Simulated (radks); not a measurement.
All-electron atom: the krypton ion Kr4+ in [Ar] 3d10 4s2 4p2.

Calculated with a radial shooting solver on a logarithmic mesh with Libxc functionals: scalar-relativistic Kohn-Sham, exchange-only LDA, spin-unpolarised, spherical densities, finite nucleus; Fermi nuclear charge, rms radius 4.1884 fm.

Energy parts (hartree):
part                   energy
total             -2779.08401
kinetic            2844.13391
electron-nucleus  -6646.52754
Hartree            1111.45758
exchange            -88.14797

Orbitals (lengths in bohr, moments of r in powers of bohr; <r^-3> diverges for s and p1/2; r(max) is where P^2 peaks):
orbital,occ.,eigenvalue (hartree),<1/r>,<r^-3>,r(max)
1s,2,-521.5014,36.71,-,0.02712
2s,2,-70.44162,8.152,-,0.1545
2p,6,-62.57779,7.980,1493,0.1234
3s,2,-11.67004,2.699,-,0.4674
3p,6,-9.16468,2.549,222.7,0.4631
3d,10,-5.00083,2.280,27.13,0.4095
4s,2,-2.63107,0.9365,-,1.281
4p,2,-2.02885,0.8257,28.08,1.417
4d,0,-1.18660,0.6142,2.326,1.837
5s,0,-1.02470,0.4316,-,2.958
5p,0,-0.83982,0.3825,7.553,3.358
4f,0,-0.60322,0.3433,0.07406,2.920

The highest occupied level is 4p at -55.208 eV. The electron density at the nucleus is 4.992e+04 e/bohr^3 (large components only). Summed over all electrons, <r^2> = 17.19 bohr^2, which gives a Langevin (diamagnetic) susceptibility term of -13.6 x 10^-6 cm^3/mol. The density falls to 0.001 e/bohr^3 at r = 3.06 bohr. For comparison, the ionisation energy in NIST's Atomic Spectra Database is 64.7 eV (semi-empirical). In exact Kohn-Sham theory the highest level is minus the ionisation energy, but local and semilocal functionals leave it too shallow, through self-interaction and a potential that decays too fast; potentials with the right tail come closer.

Beside tabulated values, note that spin-unpolarised runs miss the spin-polarisation part of the exchange energy of open shells.
